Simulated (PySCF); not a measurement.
F6W, charge -1, doublet, at a GFN2-xTB geometry (such geometries of metal compounds can be far from the true shape) (the multiplicity is a formal guess) (core potentials on W); DF-SVWN5/def2-SV(P) (PySCF).

PySCF was given this input:
```python
from pyscf import gto, scf, dft

mol = gto.Mole()
mol.atom = '''
    W    -0.00000000    0.00000000   -0.00000000
    F     1.18028015   -0.48417873   -1.48163847
    F    -1.18028015    0.48417873    1.48163847
    F    -1.24113293    0.83242210   -1.26071620
    F    -0.94301149   -1.70158375   -0.19515360
    F     0.94301149    1.70158375    0.19515360
    F     1.24113293   -0.83242210    1.26071620
'''
mol.basis = 'def2-sv(p)'
mol.ecp = {'W': 'def2-sv(p)'}
mol.charge = -1
mol.spin = 1
mol.verbose = 4
mol.build()

mf = dft.UKS(mol)
mf.xc = 'lda,vwn'
mf = mf.density_fit(auxbasis='def2-universal-jkfit')
mf.kernel()
```

The log (banner, timings and long lists left out):

```
PySCF version 2.14.0

[INPUT] verbose = 4
[INPUT] num. atoms = 7
[INPUT] num. electrons = 69
[INPUT] charge = -1
[INPUT] spin (= nelec alpha-beta = 2S) = 1
[INPUT] symmetry False subgroup None
[INPUT] Mole.unit = angstrom
[INPUT] Symbol           X                Y                Z      unit          X                Y                Z       unit  Magmom
[INPUT]  1 W      0.000000000000   0.000000000000   0.000000000000 AA    0.000000000000   0.000000000000   0.000000000000 Bohr   0.0
[INPUT]  2 F      1.180280150000  -0.484178730000  -1.481638470000 AA    2.230406233761  -0.914965195040  -2.799890923920 Bohr   0.0
[INPUT]  3 F     -1.180280150000   0.484178730000   1.481638470000 AA   -2.230406233761   0.914965195040   2.799890923920 Bohr   0.0
[INPUT]  4 F     -1.241132930000   0.832422100000  -1.260716200000 AA   -2.345401321879   1.573049789035  -2.382408338802 Bohr   0.0
[INPUT]  5 F     -0.943011490000  -1.701583750000  -0.195153600000 AA   -1.782033448418  -3.215527265510  -0.368786856223 Bohr   0.0
[INPUT]  6 F      0.943011490000   1.701583750000   0.195153600000 AA    1.782033448418   3.215527265510   0.368786856223 Bohr   0.0
[INPUT]  7 F      1.241132930000  -0.832422100000   1.260716200000 AA    2.345401321879  -1.573049789035   2.382408338802 Bohr   0.0

nuclear repulsion = 423.520650414199
number of shells = 47
number of NR pGTOs = 194
number of NR cGTOs = 109
basis = def2-sv(p)
ecp = {'W': 'def2-sv(p)'}

******** <class 'pyscf.df.df_jk.DFUKS'> ********
method = DFUKS
initial guess = minao
damping factor = 0
level_shift factor = 0
DIIS = <class 'pyscf.scf.diis.CDIIS'>
diis_start_cycle = 1
diis_space = 8
diis_damp = 0
SCF conv_tol = 1e-09
SCF conv_tol_grad = None
SCF max_cycles = 50
direct_scf = False
number electrons alpha = 35  beta = 34
XC library pyscf.dft.libxc version 7.1.2
    S. Lehtola, C. Steigemann, M. J. T. Oliveira, and M. A. L. Marques,  SoftwareX 7, 1–5 (2018)
XC functionals = lda,vwn
    P. A. M. Dirac,  Math. Proc. Cambridge Philos. Soc. 26, 376 (1930)
    F. Bloch,  Z. Phys. 57, 545 (1929)
    S. H. Vosko, L. Wilk, and M. Nusair,  Can. J. Phys. 58, 1200 (1980)
radial grids:
    Treutler-Ahlrichs [JCP 102, 346 (1995); DOI:10.1063/1.469408] (M4) radial grids

becke partition: Becke, JCP 88, 2547 (1988); DOI:10.1063/1.454033
pruning grids: <function nwchem_prune>
grids dens level: 3
symmetrized grids: False
atomic radii adjust function: <function treutler_atomic_radii_adjust>
small_rho_cutoff = 0
Set gradient conv threshold to 3.16228e-05
tot grids = 109880
init E= -649.569184580603

cycle= 1 E= -661.626037434959  delta_E= -12.1  |g|= 1.17  |ddm|= 5.11

cycle= 2 E= -654.141868491179  delta_E= 7.48  |g|= 4.09  |ddm|= 3.99
cycle= 3 E= -661.92232779795  delta_E= -7.78  |g|= 0.77  |ddm|= 3.63
cycle= 4 E= -662.065422153889  delta_E= -0.143  |g|= 0.478  |ddm|= 1.68
cycle= 5 E= -662.114548945672  delta_E= -0.0491  |g|= 0.285  |ddm|= 1.57
cycle= 6 E= -662.13379391724  delta_E= -0.0192  |g|= 0.191  |ddm|= 1.54
cycle= 7 E= -662.145307795352  delta_E= -0.0115  |g|= 0.0899  |ddm|= 1.53
cycle= 8 E= -662.143389904239  delta_E= 0.00192  |g|= 0.111  |ddm|= 1.53
cycle= 9 E= -662.145472178475  delta_E= -0.00208  |g|= 0.0873  |ddm|= 1.53
cycle= 10 E= -662.146054082971  delta_E= -0.000582  |g|= 0.0801  |ddm|= 1.53
cycle= 11 E= -662.146101478244  delta_E= -4.74e-05  |g|= 0.0801  |ddm|= 1.53
cycle= 12 E= -662.146392192824  delta_E= -0.000291  |g|= 0.0765  |ddm|= 0.347
cycle= 13 E= -662.148584729056  delta_E= -0.00219  |g|= 0.0525  |ddm|= 1.35
cycle= 14 E= -662.146526055302  delta_E= 0.00206  |g|= 0.0743  |ddm|= 1.33
cycle= 15 E= -662.148767657248  delta_E= -0.00224  |g|= 0.0492  |ddm|= 1.21
cycle= 16 E= -662.14718125506  delta_E= 0.00159  |g|= 0.0686  |ddm|= 1.53
cycle= 17 E= -662.14742925493  delta_E= -0.000248  |g|= 0.066  |ddm|= 0.97
cycle= 18 E= -662.146511215704  delta_E= 0.000918  |g|= 0.0751  |ddm|= 1.49
cycle= 19 E= -662.146656312786  delta_E= -0.000145  |g|= 0.0733  |ddm|= 0.032
cycle= 20 E= -662.146630065943  delta_E= 2.62e-05  |g|= 0.0735  |ddm|= 0.0208
cycle= 21 E= -662.146674660169  delta_E= -4.46e-05  |g|= 0.073  |ddm|=  1.5
cycle= 22 E= -662.148670052506  delta_E= -0.002  |g|= 0.0509  |ddm|= 0.778
cycle= 23 E= -662.146851954056  delta_E= 0.00182  |g|= 0.0731  |ddm|= 1.28
cycle= 24 E= -662.14783667821  delta_E= -0.000985  |g|= 0.0622  |ddm|= 1.34
cycle= 25 E= -662.146413195626  delta_E= 0.00142  |g|= 0.076  |ddm|= 0.795
cycle= 26 E= -662.148035320476  delta_E= -0.00162  |g|= 0.059  |ddm|= 0.863
cycle= 27 E= -662.147938599427  delta_E= 9.67e-05  |g|= 0.0598  |ddm|= 0.0534
cycle= 28 E= -662.148368593693  delta_E= -0.00043  |g|= 0.0547  |ddm|= 1.34
cycle= 29 E= -662.143422093203  delta_E= 0.00495  |g|= 0.113  |ddm|= 1.45
cycle= 30 E= -662.1458838239  delta_E= -0.00246  |g|= 0.0829  |ddm|= 0.187
cycle= 31 E= -662.148540266731  delta_E= -0.00266  |g|= 0.0528  |ddm|= 1.48
cycle= 32 E= -662.148880134563  delta_E= -0.00034  |g|= 0.0463  |ddm|= 1.51
cycle= 33 E= -662.148221005824  delta_E= 0.000659  |g|= 0.0565  |ddm|= 1.53
cycle= 34 E= -662.146515365963  delta_E= 0.00171  |g|= 0.0751  |ddm|= 1.53
cycle= 35 E= -662.148762189293  delta_E= -0.00225  |g|= 0.0495  |ddm|= 1.53
cycle= 36 E= -662.148989874529  delta_E= -0.000228  |g|= 0.0452  |ddm|= 1.46
cycle= 37 E= -662.147156681384  delta_E= 0.00183  |g|= 0.0699  |ddm|= 1.29
cycle= 38 E= -662.146809932871  delta_E= 0.000347  |g|= 0.0729  |ddm|= 1.28
cycle= 39 E= -662.146299729715  delta_E= 0.00051  |g|= 0.0771  |ddm|= 0.432
cycle= 40 E= -662.148250910152  delta_E= -0.00195  |g|= 0.0563  |ddm|= 1.36
cycle= 41 E= -662.148622460159  delta_E= -0.000372  |g|= 0.0508  |ddm|= 1.53
cycle= 42 E= -662.147791430856  delta_E= 0.000831  |g|= 0.0615  |ddm|= 1.51
cycle= 43 E= -662.144542141903  delta_E= 0.00325  |g|= 0.0986  |ddm|= 1.53
cycle= 44 E= -662.145943576501  delta_E= -0.0014  |g|= 0.0819  |ddm|= 0.056
cycle= 45 E= -662.14836820317  delta_E= -0.00242  |g|= 0.0559  |ddm|= 1.51
cycle= 46 E= -662.148604049807  delta_E= -0.000236  |g|= 0.0517  |ddm|= 0.11
cycle= 47 E= -662.149152162231  delta_E= -0.000548  |g|= 0.0411  |ddm|= 1.49
cycle= 48 E= -662.147051521751  delta_E= 0.0021  |g|= 0.0714  |ddm|= 1.51
cycle= 49 E= -662.148635951812  delta_E= -0.00158  |g|= 0.0522  |ddm|= 0.995
cycle= 50 E= -662.148477528504  delta_E= 0.000158  |g|= 0.0542  |ddm|= 0.26
SCF not converged.
SCF energy = -662.148477528504 after 50 cycles  <S^2> = 0.75269124  2S+1 = 2.0026894
```

Convergence was not reached.
